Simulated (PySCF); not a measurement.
Compound: C6H9ClSi.
Bonds: C1–C2, C2–C3 (double), C3–Cl4, C3–C5, C5–C6 (double), C6–Si7, Si7–C8, C2–C8. Hydrogens: H9, H10, H11 on C1; H12 on C5; H13 on C6; H14, H15 on Si7; H16, H17 on C8.

The closed-shell SCF was solved with PySCF and density fitting under several settings on one GFN2-xTB geometry (grid level 2 and gas phase unless stated).

| settings | basis functions | SCF cycles | E (Eh) | HOMO (eV) | LUMO (eV) | dipole (D) |
| --- | --- | --- | --- | --- | --- | --- |
| BLYP/pcSseg-1, IEF-PCM acetonitrile, damping 0.3 at the start, DIIS from the seventh cycle | 195 | 17 | -983.5459 | -5.17 | -1.95 | 2.20 |
| HF/MINI, IEF-PCM acetone, damping 0.1 at the start, DIIS from the seventh cycle | 57 | 12 | -975.1528 | -10.28 | 1.40 | 1.81 |
| PBE0/pcSseg-0, energy threshold 1e-08 Eh | 98 | 9 | -981.7820 | -6.52 | -1.30 | 1.86 |

**Question.** Estimate the row for these settings: PBE0/ANO-RCC-VDZP.

**Answer.** 
| settings | basis functions | SCF cycles | E (Eh) | HOMO (eV) | LUMO (eV) | dipole (D) |
| --- | --- | --- | --- | --- | --- | --- |
| PBE0/ANO-RCC-VDZP | 165 | 14 | -982.7442 | -6.32 | -1.26 | 1.61 |

**Question.** Over all rows, what range does the HOMO–LUMO gap span?

**Answer.** From 3.22 eV (BLYP/pcSseg-1, IEF-PCM acetonitrile, damping 0.3 at the start, DIIS from the seventh cycle) to 11.68 eV (HF/MINI, IEF-PCM acetone, damping 0.1 at the start, DIIS from the seventh cycle). The functional of the narrowest has no exact exchange, that of the widest 100 % exact exchange.

**Question.** And the dipole moment?

**Answer.** From 1.61 D (PBE0/ANO-RCC-VDZP) to 2.20 D (BLYP/pcSseg-1, IEF-PCM acetonitrile, damping 0.3 at the start, DIIS from the seventh cycle); the largest is 1.37 times the smallest, and the median is 1.83 D.

**Question.** Compare two rows with the functional PBE0: PBE0/ANO-RCC-VDZP and PBE0/pcSseg-0, energy threshold 1e-08 Eh. Which energy is lower, and by how much?

**Answer.** PBE0/ANO-RCC-VDZP (165 functions) lies 0.9622 Eh or 604 kcal/mol below PBE0/pcSseg-0, energy threshold 1e-08 Eh (98 functions).

Whole jobs, the steps after the SCF included, on one thread, Arm Neoverse N1 (aarch64) (shared host):

```
                                                                                  settings                                                     work after the SCF  wall time  peak memory
BLYP/pcSseg-1, IEF-PCM acetonitrile, damping 0.3 at the start, DIIS from the seventh cycle                                     shieldings, ring-centre shieldings       55 s     0.95 GiB
           HF/MINI, IEF-PCM acetone, damping 0.1 at the start, DIIS from the seventh cycle                                       1 singlet by CIS, polarisability      5.4 s     0.47 GiB
                                                  PBE0/pcSseg-0, energy threshold 1e-08 Eh                                     shieldings, ring-centre shieldings       17 s     0.62 GiB
                                                                         PBE0/ANO-RCC-VDZP  shieldings, ring-centre shieldings, density and orbital grids written       96 s     0.83 GiB
```

Cycle counts include a coarse-grid stage where the run had one. ANO-RCC sets were contracted for a scalar-relativistic Hamiltonian, but ran non-relativistically here. The structure is a single GFN2-xTB conformer; no vibrational corrections.
